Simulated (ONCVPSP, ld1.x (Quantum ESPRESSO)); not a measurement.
Potentials for titanium compared

Generated with ld1.x 7.5 (TM, RRKJ, ultrasoft, PAW), atompaw 4.2 or ONCVPSP 4.0.1. The cutoff is in Ry: for ld1.x and atompaw files where the sum of valence levels is converged to 10 mRy in a Bessel basis, for ONCV files where the hardest occupied wave has 1 mHa per electron of residual kinetic energy. The error is the largest all-electron minus pseudo excitation energy over each file’s own four to seven test configurations (ionisations up to +4, promotions, holes and added fractions of an electron), all of which were solved. The labels leave out finer settings (local radius, basis sizes, second energies), which also bear on the numbers. Spin-polarised tests are not counted. The rows are a selection from randomly drawn settings: files with unsolved tests, undetermined cutoffs or missed reference levels are left out.

```csv
potential,cutoff (Ry),largest error (meV),bound ghosts
"ONCV, PBE, scalar-relativistic, rc 1.95/1.35/1.80 (spd), local smoothed, core correction yes, reference 3s2 3p6 3d2 4s2, qcut 5.9/8.5/8.6, projectors 2/2/2",59,+40,none
"ONCV, PBE, scalar-relativistic, rc 1.85/1.00/1.55 (spd), local smoothed, core correction yes, reference 3s2 3p6 3d2 4s1, qcut 5.6/9/10.7, projectors 2/2/2",79,+29,none
"ONCV, PBE, scalar-relativistic, rc 1.70/1.60/1.80 (spd), local smoothed, core correction yes, reference 3s2 3p6 3d2 4s1.5, qcut 6.2/9.9/9.5, projectors 2/2/2",62,+48,none
"TM semilocal, LDA (PZ), scalar-relativistic, rc 1.30/1.70/1.55 (spd), local s, core correction yes, reference 3s2 3p6 3d1 4s0 4p0",90,+626,none
"ONCV, PBE, scalar-relativistic, rc 1.75/1.40/1.50 (spd), local smoothed, core correction no, reference 3s2 3p6 3d2 4s2, qcut 7.1/7.7/12.5, projectors 2/2/2",91,+11,none
```

Task: Fill in the row for Ti: ONCV, LDA (Perdew-Wang 92), scalar-relativistic, rc 1.55/0.95/2.55/2.00 (spdf), local smoothed, core correction yes, reference 3s2 3p6 3d2 4s2, qcut 6.8/7.9/5.5/5.2, projectors 2/1/2/1.

Result: cutoff 65 Ry, largest error +400 meV, bound ghosts: none.
